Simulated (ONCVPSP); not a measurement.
Al (Z = 13) ONCV: all-electron and pseudo phase curves

| Quantity | Value |
| --- | --- |
| Element | aluminium |
| Generator | ONCVPSP 4.0.1 |
| Type | optimised norm-conserving Vanderbilt (ONCV) |
| Functional | Wu-Cohen |
| Relativity | scalar-relativistic |
| Frozen core | [Ne] |
| Valence charge | 3 |
| Reference configuration | 3s2 3p1 |
| Partial waves | 3s: rc 1.80 bohr, ncon 4, nbas 9, qcut 3.8 1/bohr, 2 projectors, debl 3.2 Ha; 3p: rc 1.80 bohr, ncon 5, nbas 9, qcut 5.5 1/bohr, 2 projectors, debl 2.3 Ha; d scattering state at 0.17 Ha: rc 1.65 bohr, ncon 4, nbas 8, qcut 5.3 1/bohr, local |
| Local potential | the d channel |
| Core correction | Teter function fitted to the true core (icmod 2), fcfact 0.45 |

The phase is arctan(r·R′/R) of the radial function R(r), unwrapped; energies in Ha, scanned from -2 to 5 Ha. A pole is an energy at which the radial function vanishes at the test radius. The pseudo phase is shifted by a multiple of π to meet the all-electron one at the reference energy, and phase errors are pseudo minus all-electron; the curves can meet again beyond the range given. Levels narrower than the energy grid can be missing from the lists of poles.

```tsv
channel	radius (bohr)	reference energy (Ha)	poles, all-electron	poles, pseudo	unbroken range about the reference energy with phases within 0.05 rad	phase error 1 Ha above the reference energy (rad)
s	1.83	-0.28	2.18	2.18	below 4.2	-0.002
p	1.83	-0.10	2.57	2.56	below 3.7	-0.003
d	1.68	0.17	2.97	3.21	below 3.6	+0.010
```

Phases in the p channel:

```csv
E (Ha),all-electron,pseudo
-1.98,1.218,1.176
-1.62,1.140,1.115
-1.26,1.040,1.024
-0.90,0.885,0.875
-0.54,0.612,0.607
-0.18,0.111,0.111
0.18,-0.528,-0.530
0.54,-0.964,-0.967
0.90,-1.199,-1.202
1.26,-1.335,-1.337
1.62,-1.424,-1.425
1.98,-1.489,-1.489
2.34,-1.541,-1.541
2.70,-1.587,-1.589
3.06,-1.631,-1.638
3.42,-1.676,-1.699
3.78,-1.730,-1.803
4.14,-1.801,-2.093
4.50,-1.909,-3.656
4.86,-2.107,-4.407
```
